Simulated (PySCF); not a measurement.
Telling isomers of C5H4BrN apart by NMR

[PySCF 2.14: PBE0-D3(BJ)/def2-SVP structure; couplings computed with B3LYP/pcJ-1 (pcSseg-1 on Br) (spin–dipole term left out of most H,H and C,H couplings); NMR shieldings at PBE0/pcSseg-1/GIAO; non-relativistic Hamiltonian; one conformer; in vacuum; equivalent nuclei averaged]

References, each an isolated molecule treated in the same way: ¹H, ¹³C against TMS. Multiplet labels drop J under 1 Hz and among equivalent protons, and merge close values. Unscaled 3J(H,H) run several per cent high. Shifts are as computed. Against solution values, carbons near 30 ppm lie about +2 ppm off and those near 130 ppm about +5 ppm; carbons on Br a further +13 ppm (rms about the fit 1.9 ppm; single classes can miss by 10 ppm). Of 1328 compounds with measured shifts, 309 miss one by over three times the rms of a fit or turn the order of signals round; such compounds aren't used in these exercises. Signals without a measured value on file couldn't be tested in this way; 1H shifts scatter by 0.2 ppm about their fit, and single ones miss by 0.5 ppm. Spin–orbit coupling, which shields carbons bonded to Br, is absent.

(1) Tabulate the signals of `Brc1ccccn1`, `Brc1ccncc1` and their relative energies.

(2) What is the quickest way to tell Brc1ccccn1 from Brc1ccncc1?

Results:

(1) 
```tsv
SMILES	carbon types	δC	δH	E rel. (kcal/mol)
Brc1ccccn1	1×C 4×CH	164.8, 155.5, 142.9, 134.5, 126.9	8.50 (dd, 1H), 7.59 (m, 1H), 7.45 (m, 1H), 7.09 (m, 1H)	0.0
Brc1ccncc1	1×C 4×CH	156.2, 153.3, 132.8	8.64 (d, 2H), 7.35 (d, 2H)	1.3
```

Energies are electronic energies at PBE0/pcSseg-1 on these geometries, without zero-point or thermal terms, each for the one conformer computed, which needn't be the lowest.

(2) Count the carbon signals: 5 against 3. The first has an aromatic carbon bearing bromine (C) at 164.8 ppm, the second an aromatic carbon bearing bromine (C) at 153.3 ppm. Their most deshielded carbons lie at 164.8 and 156.2 ppm.
